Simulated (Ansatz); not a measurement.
A single point on C10H7Cl, SMILES `Clc1ccc2ccccc2c1`.

```yaml
crystal:
  periodic: [false, false, false]
  atoms:
    - {symbol: Cl, position_ang: [2.903405, -2.976797, -0.266129]}
    - {symbol: C, position_ang: [1.830429, -1.623108, -0.304186]}
    - {symbol: C, position_ang: [2.165736, -0.523254, -1.115425]}
    - {symbol: C, position_ang: [1.330388, 0.556194, -1.158856]}
    - {symbol: C, position_ang: [0.137314, 0.588424, -0.404984]}
    - {symbol: C, position_ang: [-0.740942, 1.692223, -0.433798]}
    - {symbol: C, position_ang: [-1.889086, 1.691372, 0.308953]}
    - {symbol: C, position_ang: [-2.210481, 0.583156, 1.115715]}
    - {symbol: C, position_ang: [-1.379623, -0.501642, 1.164889]}
    - {symbol: C, position_ang: [-0.187200, -0.530000, 0.409303]}
    - {symbol: C, position_ang: [0.687369, -1.636783, 0.442144]}
    - {symbol: H, position_ang: [3.080791, -0.548850, -1.693125]}
    - {symbol: H, position_ang: [1.580711, 1.408497, -1.781358]}
    - {symbol: H, position_ang: [-0.488819, 2.543667, -1.057020]}
    - {symbol: H, position_ang: [-2.556649, 2.544620, 0.279375]}
    - {symbol: H, position_ang: [-3.123178, 0.593323, 1.700294]}
    - {symbol: H, position_ang: [-1.625669, -1.356253, 1.785902]}
    - {symbol: H, position_ang: [0.448003, -2.493790, 1.060106]}
basis:
  gaussian: {orbitals: def2-TZVPP}
hamiltonian: {xc: pbe}
correlation: {method: rpa}
```

```sh
$ ansatz run in.yaml --threads 4 --pin off --events-out ev --progress --plain --max-ram 66560MiB --backend cuda --devices 0, --max-vram 37GiB
```

Shortened log:

```
Functional definition: PBE
2734 factors; integrals over basis functions are off by at most 9.7e-4 eV
mean field evaluation 1: about -22963.6283 eV, gradient 1.0e2 eV
mean field evaluation 2: about -22963.5970 eV, gradient 1.0e2 eV
mean field evaluation 4: about -22983.1458 eV, gradient 5.7e1 eV
mean field evaluation 8: about -22992.4339 eV, gradient 3.9e0 eV
mean field evaluation 16: about -22992.4757 eV, gradient 1.1e-2 eV
mean field -22992.47571205 eV, -844.9578975579 hartree, gradient 5.4e-6 eV, S^2 0.000000; 0 other end points of the search recorded, 0 dependent functions left out
15 core orbitals not correlated: weight in the atoms' cores, before any rotation towards them, 1.000 or more for the frozen orbitals, at most 0.000 for the correlated occupied ones
reference -22920.67056703 eV, -842.3191071498 hartree; 27, 27 occupied and 408, 408 virtual orbitals, 2734 factors
Total energy: -22995.28492626 eV, -845.0611342762 hartree
```

Hardware: 4 threads of an AMD EPYC 7R13 on a shared host and a share of an NVIDIA H100 80 GB. Wall time 8.5 s, peak host memory 2.3 GiB.
